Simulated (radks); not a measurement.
Results of a calculation; reference values are marked as such.
Task: Orbital eigenvalues (eV) of the gadolinium ion Gd2+, [Xe] 4f7 5d1, of relativity; Dirac values are averaged over j with weights 2j + 1. Spin-unpolarised spherical Kohn-Sham, PBE, point nucleus unless stated (finite: rms radius 5.1569 fm), a radial shooting solver on a logarithmic mesh with Libxc functionals. A level marked "c x" has the speed of light scaled by that factor and shares open shells by 2j + 1; other Dirac levels either fill j = l - 1/2 first or share by 2j + 1.

| shell | non-rel. |
|---|---|
| 3s | -1668.2 |
| 3p | -1506.0 |
| 3d | -1204.0 |
| 4s | -340.43 |
| 4p | -277.00 |
| 4d | -163.94 |
| 5s | -56.915 |
| 5p | -39.715 |
| 4f | -26.349 |
| 5d | -15.648 |
| 6s (empty) | -14.061 |
| 6p (empty) | -10.508 |

Give the values at the level "Dirac, c x 1.5".

Result: 
shell       Dirac, c x 1.5  change of magnitude (%)
3s                 -1741.1                    +4.37
3p                 -1532.6                    +1.76
3d                 -1198.5                    -0.45
4s                 -357.73                    +5.08
4p                 -282.87                    +2.12
4d                 -162.77                    -0.72
5s                 -59.536                    +4.61
5p                 -40.277                    +1.42
4f                 -24.581                    -6.71
5d                 -15.425                    -1.43
6s (empty)         -14.452                    +2.78
6p (empty)         -10.606                    +0.94
